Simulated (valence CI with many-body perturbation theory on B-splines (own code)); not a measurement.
E1 line list for Kr XXX

Level of theory: configuration interaction combined with many-body perturbation theory (CI+MBPT): five valence electrons over a frozen Dirac-Fock core [He], radial functions for each j: 11 s, 11 p, 10 d, 8 f, 5 g, 2 h, with the one-electron correlation potential Σ1, the two-electron term Σ2, the three-electron term Σ3, Breit, model QED; selected CI, second order for the rest, scaled by the run's own slope (own B-spline code, finite nucleus).

The last digits are not significant, and no measured levels were compared; by estimate large intervals hold to a few tenths of a per cent, small ones and those within an open d or f shell to about a per cent. Among the levels kept, up to 5300 cm⁻¹ of a level comes from second order outside the variational space, and about a tenth of that is noise between levels of different J, which matters for small intervals.

Lines 151 to 200 of 599 in falling wavelength, among levels below 2294.6 eV, chosen from the strongest by gf and those to the six lowest levels. Wavelengths and rates use the calculated energies. Electric multipoles are in the length gauge with retardation, E1 and E2 with the static RPA response of the core. Weak lines are less certain than strong ones. Lines between different terms over intervals too small for the method are left out, as are lines whose strength nearly cancels. The highest levels of a list are the least certain.

Levels are named by their leading jj configuration (3d3/2^4 stands for four electrons in 3d with j = 3/2), which in mixed levels can hold well under half, so a name can repeat and another be missing. Letters in brackets count levels of one name in rising energy.

```csv
λ vac (nm),Upper,Lower,A (s⁻¹),S (a.u.) with core polarisation,S without
20.41,(2s 2p3/2^3 3d3/2) J=5/2,(2s 2p3/2^3 3p1/2) J=5/2,3.00e+09,7.55e-02,7.55e-02
20.39,(2s 2p1/2 2p3/2^2 3d5/2) J=5/2 [a],(2s 2p1/2 2p3/2^2 3p3/2) J=5/2 [a],2.53e+09,6.35e-02,6.35e-02
20.34,(2s^2 2p3/2^2 3d3/2) J=7/2,(2s^2 2p3/2^2 3p1/2) J=5/2,6.96e+09,2.31e-01,2.31e-01
20.34,(2s^2 2p1/2 2p3/2 3d3/2) J=7/2,(2s^2 2p1/2 2p3/2 3p1/2) J=5/2,6.15e+09,2.04e-01,2.04e-01
20.26,(2s 2p1/2 2p3/2^2 3d3/2) J=7/2 [a],(2s 2p1/2 2p3/2^2 3p1/2) J=5/2 [a],4.20e+09,1.38e-01,1.38e-01
20.22,(2s 2p1/2 2p3/2^2 3d3/2) J=3/2 [c],(2s 2p1/2 2p3/2^2 3p1/2) J=1/2 [a],7.45e+09,1.22e-01,1.22e-01
20.19,(2s 2p1/2 2p3/2^2 3d3/2) J=3/2 [d],(2s 2p1/2 2p3/2^2 3p1/2) J=1/2 [b],3.99e+09,6.48e-02,6.48e-02
20.18,(2s 2p3/2^3 3d3/2) J=5/2,(2s 2p3/2^3 3p1/2) J=3/2 [a],2.26e+09,5.50e-02,5.50e-02
20.14,(2s 2p1/2 2p3/2^2 3d3/2) J=7/2 [b],(2s 2p1/2 2p3/2^2 3p1/2) J=7/2,3.01e+09,9.71e-02,9.71e-02
20.07,(2s 2p1/2 2p3/2^2 3d3/2) J=7/2 [c],(2s 2p1/2 2p3/2^2 3p1/2) J=5/2 [c],4.48e+09,1.43e-01,1.43e-01
20.05,(2s^2 2p3/2^2 3d3/2) J=3/2 [a],(2s^2 2p3/2^2 3p1/2) J=3/2,4.27e+09,6.79e-02,6.79e-02
19.90,(2s^2 2p1/2^2 3d3/2) J=3/2,(2s^2 2p1/2^2 3p1/2) J=1/2,8.32e+09,1.29e-01,1.29e-01
19.89,(2s^2 2p1/2 2p3/2 3p3/2) J=5/2 [b],(2s^2 2p1/2 2p3/2 3s) J=3/2 [b],7.84e+09,1.83e-01,1.83e-01
19.69,(2s^2 2p3/2^2 3d3/2) J=3/2 [b],(2s^2 2p3/2^2 3p1/2) J=1/2,8.13e+09,1.23e-01,1.23e-01
19.66,(2s 2p1/2 2p3/2^2 3d5/2) J=5/2 [d],(2s 2p1/2 2p3/2^2 3p1/2) J=3/2 [b],2.78e+09,6.26e-02,6.26e-02
19.58,(2s 2p1/2 2p3/2^2 3d5/2) J=7/2 [b],(2s 2p1/2 2p3/2^2 3p3/2) J=7/2 [b],2.68e+09,7.94e-02,7.94e-02
19.58,(2s^2 2p1/2 2p3/2 3d3/2) J=3/2 [a],(2s^2 2p1/2 2p3/2 3p1/2) J=1/2,4.92e+09,7.28e-02,7.28e-02
19.56,(2s 2p1/2^2 2p3/2 3p3/2) J=1/2 [b],(2s 2p1/2^2 2p3/2 3s) J=1/2,1.02e+10,7.52e-02,7.53e-02
19.45,(2s 2p1/2 2p3/2^2 3d3/2) J=9/2,(2s 2p1/2 2p3/2^2 3p1/2) J=7/2,2.62e+09,9.51e-02,9.51e-02
19.28,(2s 2p1/2 2p3/2^2 3d3/2) J=1/2 [a],(2s 2p1/2 2p3/2^2 3p1/2) J=3/2 [a],8.86e+09,6.26e-02,6.27e-02
18.76,(2s^2 2p1/2 2p3/2 3p3/2) J=5/2 [b],(2s^2 2p1/2 2p3/2 3s) J=5/2,4.84e+09,9.46e-02,9.46e-02
18.53,(2s 2p1/2 2p3/2^2 3d3/2) J=5/2 [c],(2s 2p1/2 2p3/2^2 3p1/2) J=5/2 [c],2.80e+09,5.27e-02,5.27e-02
18.46,(2s^2 2p3/2^2 3d5/2) J=5/2 [a],(2s^2 2p3/2^2 3p3/2) J=5/2,3.47e+09,6.47e-02,6.47e-02
18.37,(2s 2p3/2^3 3p3/2) J=1/2 [b],(2s 2p3/2^3 3s) J=1/2,1.10e+10,6.73e-02,6.73e-02
18.17,(2s 2p1/2^2 2p3/2 3p3/2) J=5/2 [a],(2s 2p1/2^2 2p3/2 3s) J=5/2,4.62e+09,8.21e-02,8.21e-02
17.81,(2s^2 2p1/2 2p3/2 3d3/2) J=5/2 [b],(2s^2 2p1/2 2p3/2 3p1/2) J=5/2,3.33e+09,5.58e-02,5.58e-02
17.67,(2s^2 2p1/2 2p3/2 3p3/2) J=1/2 [b],(2s^2 2p1/2 2p3/2 3s) J=3/2 [b],1.39e+10,7.55e-02,7.55e-02
17.59,(2s^2 2p3/2^2 3p3/2) J=3/2 [a],(2s^2 2p3/2^2 3s) J=3/2,9.60e+09,1.03e-01,1.03e-01
15.64,(2s 2p1/2^2 2p3/2 3s) J=3/2 [b],(2s^2 2p3/2^2 3s) J=3/2,6.20e+09,4.69e-02,4.69e-02
12.22,(2s 2p1/2 2p3/2^2 3p1/2) J=7/2,(2s^2 2p3/2^2 3p1/2) J=5/2,5.40e+09,3.88e-02,3.89e-02
11.45,(2s 2p1/2 2p3/2^2 3s) J=7/2,(2s^2 2p3/2^2 3s) J=5/2,6.71e+09,3.98e-02,3.99e-02
10.70,(2p1/2^2 2p3/2^2 3s) J=5/2,(2s 2p1/2 2p3/2^2 3s) J=3/2 [d],1.04e+10,3.77e-02,3.78e-02
9.935,(2s 2p1/2^2 2p3/2^2) J=5/2,(2s^2 2p1/2 2p3/2^2) J=3/2,6.14e+09,1.78e-02,1.79e-02
9.275,(2s 2p1/2 2p3/2^3) J=5/2,(2s^2 2p3/2^3) J=3/2,9.00e+09,2.13e-02,2.13e-02
8.888,(2p1/2^2 2p3/2^3) J=3/2,(2s 2p1/2 2p3/2^3) J=3/2 [b],3.24e+10,4.49e-02,4.50e-02
8.599,(2p1/2 2p3/2^4) J=1/2,(2s 2p3/2^4) J=1/2,4.67e+10,2.93e-02,2.94e-02
7.990,(2s 2p1/2 2p3/2^2 3p3/2) J=7/2 [b],(2s^2 2p1/2 2p3/2 3p3/2) J=5/2 [b],1.19e+10,2.40e-02,2.41e-02
7.864,(2s 2p1/2 2p3/2^2 3d5/2) J=9/2 [a],(2s^2 2p1/2 2p3/2 3d5/2) J=7/2 [a],1.45e+10,3.48e-02,3.50e-02
7.784,(2s 2p1/2 2p3/2^2 3s) J=5/2 [a],(2s^2 2p1/2 2p3/2 3s) J=3/2 [a],2.97e+10,4.15e-02,4.16e-02
7.751,(2p1/2^2 2p3/2^2 3s) J=3/2,(2s 2p1/2 2p3/2^2 3s) J=5/2 [b],3.43e+10,3.16e-02,3.16e-02
7.646,(2s 2p1/2 2p3/2^2 3d5/2) J=11/2,(2s^2 2p1/2 2p3/2 3d5/2) J=9/2,1.03e+10,2.72e-02,2.73e-02
7.603,(2p1/2^2 2p3/2^2 3s) J=5/2,(2s 2p1/2 2p3/2^2 3s) J=7/2,3.06e+10,3.98e-02,3.99e-02
7.566,(2s 2p1/2 2p3/2^3) J=3/2 [b],(2s^2 2p3/2^3) J=3/2,1.39e+10,1.19e-02,1.19e-02
7.541,(2s 2p1/2 2p3/2^2 3s) J=7/2,(2s^2 2p1/2 2p3/2 3s) J=5/2,1.94e+10,3.28e-02,3.29e-02
7.527,(2s 2p1/2 2p3/2^2 3p3/2) J=9/2,(2s^2 2p1/2 2p3/2 3p3/2) J=7/2,1.22e+10,2.57e-02,2.58e-02
7.307,(2p1/2^2 2p3/2^3) J=3/2,(2s 2p1/2 2p3/2^3) J=5/2,6.03e+10,4.64e-02,4.65e-02
7.187,(2s 2p1/2^2 2p3/2^2) J=5/2,(2s^2 2p1/2^2 2p3/2) J=3/2,2.17e+10,2.39e-02,2.40e-02
6.940,(2p1/2^2 2p3/2^2 3s) J=5/2,(2s 2p1/2 2p3/2^2 3s) J=5/2 [a],2.44e+10,2.42e-02,2.42e-02
6.731,(2p1/2^2 2p3/2^3) J=3/2,(2s 2p1/2 2p3/2^3) J=3/2 [a],4.92e+10,2.96e-02,2.97e-02
6.679,(2s 2p3/2^3 3d5/2) J=9/2,(2s^2 2p3/2^2 3d5/2) J=9/2,6.78e+10,9.97e-02,1.00e-01
```
